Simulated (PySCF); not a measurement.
2H-pyran-5-one (C5H6O2), SMILES O=C1C=CCOC1. Geometry optimised at PBE-D3(BJ)/def2-SVP. One conformer was computed; it need not be the lowest.

The numbers are results of PBE-D3(BJ)/def2-SVP run with PySCF, not measurements.

Harmonic wavenumbers (cm⁻¹): 107, 244, 297, 415, 466, 488, 562, 708, 737, 843, 898, 950, 976, 983, 1011, 1086, 1160, 1182, 1234, 1245, 1293, 1333, 1358, 1382, 1396, 1638, 1748, 2829, 2863, 3009, 3061, 3091, 3128. Rotational constants (GHz): 5.023, 2.616, 1.796; symmetry number 1.

**Question.** Work out the zero-point energy and the ideal-gas rigid-rotor harmonic-oscillator thermochemistry at 298.15 K and 1 atm.

**Answer.** ZPE = ½ Σ hcν = ½ × 43721 cm⁻¹ = 261.51 kJ/mol. H − E(el) = 279.92 kJ/mol. Entropy in J/(mol K): translation 165.94, rotation 113.02, vibration 46.21, total 325.18. G − E(el) = 182.97 kJ/mol. Cp = 102.79 J/(mol K). Modes under 150 cm⁻¹ make the vibrational entropy uncertain.
